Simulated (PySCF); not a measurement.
Ge(F)2(Br)(OH) (BrF2GeHO), SMILES [OH][Ge]([F])([F])[Br].

Coordinates come from a r2SCAN-D4/def2-SVP optimisation. The values are those of a single conformer.

Calculation: PySCF with PBE/def2-TZVP.

Isolated molecule, no solvent.

Q: Estimate the frontier levels, gap, dipole moment and polarisability. (The exact figures need the calculation; the answer reports its results.)

A: 
The highest occupied level is -8.08 eV. The lowest empty level comes out as -2.67 eV. The orbital gap is 5.41 eV, the dipole moment is 1.14 D and the quadrupole, principal values (traceless, Buckingham form, about the centre of nuclear charge) comes out as -6.40, -5.41, 11.80 D·Å. The mean static polarisability is 49.3 bohr³ (7.31 Å³) and the polarisability, principal values is 41.2, 44.2, 62.7 bohr³.
